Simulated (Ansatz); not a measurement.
```yaml
crystal:
  periodic: [false, false, false]
  atoms:
    - {symbol: N, position_ang: [-0.491710, 0.474962, -1.413810]}
    - {symbol: Ti, position_ang: [0.316225, 0.097633, 0.233105]}
    - {symbol: O, position_ang: [1.168004, -1.467068, 0.060239]}
    - {symbol: O, position_ang: [-0.956936, 0.116241, 1.490485]}
    - {symbol: F, position_ang: [1.497464, 1.354789, 0.659451]}
    - {symbol: H, position_ang: [-1.291322, 1.079734, -1.534172]}
    - {symbol: H, position_ang: [-0.192419, 0.091623, -2.298619]}
    - {symbol: H, position_ang: [1.085992, -2.339603, 0.444749]}
    - {symbol: H, position_ang: [-1.046799, 0.545290, 2.341670]}
basis:
  gaussian: {orbitals: cc-pVTZ-DK}
hamiltonian: {xc: {name: r2SCANh}}
charge: 1
output: {forces: true}
```

```sh
$ ansatz run in.yaml --threads 4 --pin off --events-out ev --progress --plain --max-ram 10444MiB
```

Output, abridged:

```
Error: YAML parse error: error: line 16 column 1: unknown field `charge`, expected one of crystal, accuracy, basis, kpoints, hamiltonian, magnetization, projection, total_charge, correlation, batch, efield, external_charges, scf, relax, neb, saddle, md, ramp, phonons, dielectric, real_time, elastic, magnetic_configurations, gw, evaluate, workflow, output, checkpoint, execution
14 |   gaussian: {orbitals: cc-pVTZ-DK}
15 | hamiltonian: {xc: {name: r2SCANh}}
16 | charge: 1
17 | output: {forces: true}
```

Task: Something in this input is off. What?

Result: The input holds a key that doesn't belong there. The program refused the input.
